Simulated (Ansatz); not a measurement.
Spectroscopic constants of SiN, multiplicity 2 (the spin of the measured ground state). The T1 diagnostic near the minimum is 0.079, so single-reference values are doubtful.

D_e counts from the fitted minimum to each atom's lowest state at the same level, without counterpoise.

Run with Ansatz (Gaussian basis) for Hartree–Fock, density functionals and correlated methods. Each number belongs to the level named beside it.

| level | bond energy D_e (eV) |
|---|---|
| SVWN5/def2-TZVPP | 5.958 |
| PBE/def2-TZVPP | ___ |
| r2SCAN/def2-TZVPP | 4.580 |
| B97M-V/def2-TZVPP | 4.655 |
| B3LYP/def2-TZVPP | 4.678 |
| PBE0/def2-TZVPP | ___ |

Question: Complete the blanks.

Answer: 
- PBE/def2-TZVPP, bond energy D_e (eV): 5.156
- PBE0/def2-TZVPP, bond energy D_e (eV): 4.455

Ansatz is a program for electronic structure.
